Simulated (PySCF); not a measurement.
Cl2H4SSi2, SMILES [SiH2](Cl)S[SiH2]Cl.

The structure is a stationary point at r2SCAN-D4/def2-SVP. This is a generated structure with no PubChem entry under its InChIKey; it may be hypothetical. Other conformers were not sampled.

Two levels are set side by side: PBE/def2-TZVP (PySCF) and ωB97X/def2-TZVP (PySCF). Same geometry, gas phase. Differences are taken from unrounded values.

| quantity | ωB97X |
|---|---|
| orbital gap (eV) | 11.90 |
| highest occupied level (eV) | -10.45 |
| lowest empty level (eV) | 1.45 |
| dipole moment (D) | 0.07 |
| mean polarisability (bohr³) | 90.3 |

What does PBE give, and how far is it from ωB97X? (An estimate is asked for; the answer gives what the named calculation found.)


| quantity | PBE | PBE minus ωB97X |
|---|---|---|
| orbital gap (eV) | 5.42 | -6.48 |
| highest occupied level (eV) | -6.91 | 3.54 |
| lowest empty level (eV) | -1.49 | -2.94 |
| dipole moment (D) | 0.12 | 0.04 |
| mean polarisability (bohr³) | 95.4 | 5.1 |

PBE's occupied levels lie high since its potential decays too fast outside the molecule; exact exchange lowers them and widens the gap. PBE's more diffuse valence density responds more strongly to a field. Differences between two approximate levels are no errors against the true value.

Rough cost on one machine, each run with all the roots and properties that it gave: ωB97X against PBE within a factor of 2.
